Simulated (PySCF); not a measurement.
# Computed records: CH5B2O

Calculation on a computer-drawn molecule: optimised geometry and harmonic frequencies of an isolated molecule of the commonest isotopes, restricted reference for singlets and unrestricted otherwise, frozen core in MP2. Program: PySCF 2.14.0.

```yaml
- formula: CH5B2O
  start_structure:
    atoms_angstrom:
      - [B, -1.1336, 0.9141, -0.9838]
      - [C, 0.0606, 1.1545, -1.6722]
      - [B, 0.8196, 2.5726, -0.9628]
      - [O, 0.7682, 3.6502, -1.5226]
      - [H, -2.1663, 1.4447, -1.2593]
      - [H, -1.1996, 0.3978, 0.2076]
      - [H, 0.861, 0.4354, -1.4643]
      - [H, 0.0694, 1.3383, -2.7714]
      - [H, 1.3524, 2.2926, 0.1413]
  given:
    charge: -1
    multiplicity: 1
    method: HF
    basis: aug-cc-pVDZ
    drawn_bonds_atom: [1, 2, 3, 1, 1, 2, 2, 3]
    drawn_bonds_other_atom: [2, 3, 4, 5, 6, 7, 8, 9]
    drawn_bonds_order: [1, 1, 1, 1, 1, 1, 1, 1]
  results:
    optimised_atom_element: [B, C, B, O, H, H, H, H, H]
    "optimised_atom_x [angstrom]": [-1.172, 0.1634, 0.8008, 0.5202, -2.192, -1.259, 0.888, 0.1066, 1.576]
    "optimised_atom_y [angstrom]": [0.9943, 1.106, 2.544, 3.706, 1.475, 0.4722, 0.3192, 1.31, 2.273]
    "optimised_atom_z [angstrom]": [-0.9296, -1.653, -0.9569, -1.376, -1.369, 0.1638, -1.429, -2.723, -0.01462]
    "modes_frequency [cm^-1]": [71.91, 224.8, 309.3, 456.3, 663.4, 714.2, 791.6, 969.5, 1010, 1078, 1112, 1157, 1168, 1333, 1546, 1626, 2261, 2549, 2595, 3157, 3218]
    "modes_reduced_mass [dalton]": [2.884, 2.315, 1.17, 3.123, 3.849, 1.069, 1.351, 1.41, 1.41, 1.727, 1.681, 1.302, 1.152, 1.328, 1.18, 8.262, 1.087, 1.071, 1.105, 1.059, 1.105]
    "rotational_constants [GHz]": [17.65, 4.929, 4.499]
    "total_energy [hartree]": -165.0604
    "convergence_status_largest_gradient_component [hartree/bohr]": 2.987e-05
```
